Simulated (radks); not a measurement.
The selenium anion Se2-, [Kr], held by a Watson sphere: a shell of charge +2 at radius R that stands for the Madelung well of a crystal (potential energy -2/R inside, -2/r outside, in hartree with lengths in bohr). Calculated with a radial shooting solver on a logarithmic mesh with Libxc functionals: scalar-relativistic Kohn-Sham, LDA (Slater exchange, VWN5 correlation), spin-polarised, spherical densities, finite nucleus; Fermi nuclear charge, rms radius of each element as measured or else 0.836 A^(1/3) + 0.57 fm. Response by self-consistent Sternheimer equations with the Hartree and adiabatic LDA kernel, the relativistic mass of each level held fixed and spin-orbit coupling left out. The sphere does not respond.

| R (bohr) | e(3d) (eV) | e(4s) (eV) | e(4p) (eV) | <r> 4p (bohr) | sum of <r^2> (bohr^2) | X-ray form factor at sin(theta)/lambda = 0.1 1/angstrom | alpha (bohr^3) |
|---|---|---|---|---|---|---|---|
| 2.11 | -52.097 | -18.776 | -8.179 | 2.256 | 51.76 | 32.776 | 28.65 |
| 2.31 | -51.665 | -18.183 | -7.832 | 2.310 | 53.75 | 32.684 | 31.83 |
| 3.28 | -50.440 | -15.888 | -6.071 | 2.549 | 63.15 | 32.309 | 54.33 |
| 3.51 | -50.200 | -15.468 | -5.685 | 2.598 | 65.26 | 32.239 | 61.56 |
| 5.09 | -48.755 | -13.417 | -3.587 | 2.866 | 78.69 | 31.917 | 137.6 |

Estimate the row for R = 4.86 bohr.

Answer. e(3d) (eV) -48.939; e(4s) (eV) -13.647; e(4p) (eV) -3.835; <r> 4p (bohr) 2.832; sum of <r^2> (bohr^2) 76.80; X-ray form factor at sin(theta)/lambda = 0.1 1/angstrom 31.950; alpha (bohr^3) 122.9.
